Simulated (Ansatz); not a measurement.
`C[SiH2][SiH](F)F` → `C[SiH](F)F` + `[SiH2]` at 700 K and 1 bar (silylene formation by 1,1-elimination).

Calculated with Ansatz (gas phase, PBE0-D4/def2-TZVP geometries, no zero-point term in ΔE). CBS: MP2 limit from def2 TZ/QZ plus the TZ coupled-cluster correction, frozen cores. This one scheme is used for every species. One conformer a species, not always the lowest.

```csv
species,CCSD(T)/CBS energy (Eh),H − E (kJ/mol),S (J/(mol·K))
`C[SiH2][SiH](F)F`,-819.54558,267.3,502.0
`C[SiH](F)F`,-529.27654,195.3,396.3
`[SiH2]`,-290.19011,56.3,240.4
```

H − E and S are ideal-gas, rigid-rotor, harmonic terms from PBE0-D4/def2-TZVP, for one conformer and one mirror image of each species. 1 Eh = 2625.50 kJ/mol, R = 8.31446 J/(mol·K).

By hand: ΔE, ΔH, ΔS and ΔG.

ΔE = (-529.27654) + (-290.19011) − (-819.54558) = 0.07893 Eh = 207.2 kJ/mol. Δ(H − E) = 195.3 + 56.3 − 267.3 = -15.7, so ΔH = 191.5 kJ/mol. ΔS = 396.3 + 240.4 − 502.0 = 134.7 J/(mol·K). ΔG = 191.5 − 700 × (134.7)/1000 = 97.2 kJ/mol.

By hand: the equilibrium constant, and the temperature at which ΔG would vanish if ΔH and ΔS stayed fixed.

log₁₀ K = −ΔG/(RT ln 10) = -7.3. ΔG = 0 at ΔH/ΔS = 1422 K.

The number of gas molecules changes by +1, which sets the sign of ΔS. A doubt of 5 kJ/mol in ΔE shifts log₁₀ K by 0.4 here. Other conformers and mirror images would add mixing entropy, several J/(mol·K) or more a flexible species. Modes under 60 cm⁻¹, often nearly free rotors, make the harmonic entropy too high. These are equilibria of isolated gas molecules and say nothing of rates. Largest T1 diagnostic: 0.014 (customary marks: 0.02 for closed shells, 0.045 for open ones).
